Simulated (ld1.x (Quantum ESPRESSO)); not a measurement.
# Co (Z = 27) RRKJ: all-electron and pseudo phase curves

```
Element                 : Co (Z = 27)
Generator               : ld1.x (Quantum ESPRESSO) 7.5
Type                    : norm-conserving RRKJ (Kleinman–Bylander form)
Functional              : LDA (PZ)
Relativity              : scalar-relativistic
Frozen core             : [Ne] 3s2
Valence charge          : 15
Reference configuration : 3p6 3d7 4s1 4p0 (charge +1)
Partial waves           : 3p (bound): rc 0.80 bohr; 3d (bound): rc 1.35 bohr; 4s (bound): rc 1.50 bohr
Local potential         : the s channel
Core correction         : Bessel-smoothed model core inside 0.80 bohr
rho0                    : 0.005
```

The phase is arctan(r·u′/u) with u = r·R(r), unwrapped; energies in Ry, scanned from -7 to 5 Ry. A pole is an energy at which the radial function vanishes at the test radius. The pseudo phase is shifted by a multiple of π to meet the all-electron one at the reference energy, and phase errors are pseudo minus all-electron; the curves can meet again beyond the range given. Levels narrower than the energy grid can be missing from the lists of poles.

**Question.** For each channel, where are the poles, and over which energies does the pseudopotential scatter like the atom?

**Answer.**

```json
{"channel": "s", "radius (bohr)": "1.65", "reference energy (Ry)": "-0.96", "poles, all-electron": "none", "poles, pseudo": "1.33", "unbroken range about the reference energy with phases within 0.05 rad": "-5.5 to -0.2", "phase error 1 Ry above the reference energy (rad)": "-0.113"}
{"channel": "p", "radius (bohr)": "1.65", "reference energy (Ry)": "-5.47", "poles, all-electron": "-5.07", "poles, pseudo": "-5.04", "unbroken range about the reference energy with phases within 0.05 rad": "-5.7 to -2.8", "phase error 1 Ry above the reference energy (rad)": "+0.021"}
{"channel": "d", "radius (bohr)": "1.65", "reference energy (Ry)": "-1.27", "poles, all-electron": "-0.46", "poles, pseudo": "-0.32", "unbroken range about the reference energy with phases within 0.05 rad": "-1.6 to 0.0", "phase error 1 Ry above the reference energy (rad)": "+0.039"}
```

Phases in the d channel:

```csv
E (Ry),all-electron,pseudo
-7.00,1.329,1.341
-6.74,1.323,1.336
-6.48,1.318,1.331
-6.22,1.311,1.326
-5.96,1.304,1.320
-5.70,1.297,1.313
-5.44,1.288,1.306
-5.18,1.279,1.298
-4.92,1.269,1.289
-4.66,1.257,1.279
-4.40,1.244,1.268
-4.14,1.229,1.254
-3.88,1.211,1.238
-3.62,1.189,1.219
-3.36,1.162,1.195
-3.10,1.127,1.164
-2.84,1.081,1.123
-2.58,1.016,1.063
-2.32,0.915,0.969
-2.06,0.740,0.803
-1.80,0.390,0.457
-1.54,-0.279,-0.249
-1.28,-0.939,-0.939
-1.02,-1.281,-1.272
-0.76,-1.455,-1.434
-0.50,-1.558,-1.527
-0.24,-1.628,-1.587
0.02,-1.680,-1.631
0.28,-1.722,-1.663
0.54,-1.759,-1.690
0.80,-1.792,-1.712
1.06,-1.824,-1.732
1.32,-1.856,-1.750
1.58,-1.889,-1.766
1.84,-1.924,-1.781
2.10,-1.963,-1.796
2.36,-2.006,-1.810
2.62,-2.057,-1.825
2.88,-2.116,-1.840
3.14,-2.188,-1.855
3.40,-2.278,-1.870
3.66,-2.390,-1.886
3.92,-2.534,-1.903
4.18,-2.717,-1.921
4.44,-2.940,-1.940
4.70,-3.193,-1.961
4.96,-3.448,-1.984
```
